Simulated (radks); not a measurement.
Dipole-allowed excitations along the series with 47 electrons in [Kr] 4d10 5s1. All-electron calculation, scalar-relativistic Kohn-Sham, LB94 model potential, spin-polarised, spherical densities, finite nucleus; open shells are filled with parallel spins first (spin-orbit coupling, left out, can overturn this in heavy ions); Fermi nuclear charge, rms radius of each element as measured or else 0.836 A^(1/3) + 0.57 fm. Program: a radial shooting solver on a logarithmic mesh with Libxc functionals. Time-dependent linear response with the Hartree and adiabatic LDA kernel, continuum included through the Sternheimer equations, no spin-orbit coupling, so fine structure and intercombination lines are absent. Lines are the poles of the dipole polarisability below minus the highest occupied eigenvalue, found on a grid refined at the orbital gaps; the lowest seven at most are given, and weak or close lines can be missed. The first line takes the name of the lowest orbital gap if no other gap lies below it; otherwise a line is named after a gap within 0.6 % of it, if that gap stands alone.

species  -e(HOMO) (eV)  lowest orbital gap (eV)  first line (eV)      f  strongest line (eV)  its f  static alpha (bohr^3)
Pr12+           223.46             5s-5p 25.726   26.948 (5s-5p)  0.746  144.07 (unassigned)   5.99                  1.156
Nd13+           249.85             5s-5p 27.714   29.002 (5s-5p)  0.743  152.66 (unassigned)   7.70                 0.9981
Pm14+           277.50             5s-5p 29.764   31.117 (5s-5p)  0.740  160.07 (unassigned)   8.09                 0.8673
